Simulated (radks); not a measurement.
Results of a calculation; reference values are marked as such.
Question: Species: the cobalt ion Co+. Configuration: [Ar] 3d8. Code: a radial shooting solver on a logarithmic mesh with Libxc functionals. Model: scalar-relativistic Kohn-Sham, BLYP, spin-polarised, spherical densities, finite nucleus; open shells are filled with parallel spins first; Fermi nuclear charge, rms radius 3.7875 fm. Some entries of the table are withheld. Estimate them.

| orbital | occ. | eigenvalue (eV) | r(max) (bohr) | <1/r> (bohr^-1) |
|---|---|---|---|---|
| 1s down | 1 | -7598.783 | 0.03678 | 27.03 |
| 1s up | 1 | -7598.781 | 0.03678 | 27.03 |
| 2s up | 1 | -902.0542 | 0.2131 | 5.811 |
| 2s down | 1 | -901.1110 | 0.2131 | 5.816 |
| 2p up | 3 | -773.1910 | 0.1719 | (1) |
| 2p down | 3 | -772.4753 | 0.1718 | (2) |
| 3s up | 1 | -106.4089 | 0.6693 | (3) |
| 3s down | 1 | -104.3170 | 0.6697 | (4) |
| 3p up | 3 | -69.8649 | 0.6794 | 1.678 |
| 3p down | 3 | -67.8286 | 0.6802 | 1.673 |
| 3d up | 5 | -13.0593 | 0.6746 | 1.243 |
| 3d down | 3 | -11.3249 | 0.6797 | 1.210 |

Answer: 
(1) 2p up <1/r> (bohr^-1): 5.705
(2) 2p down <1/r> (bohr^-1): 5.709
(3) 3s up <1/r> (bohr^-1): 1.826
(4) 3s down <1/r> (bohr^-1): 1.822
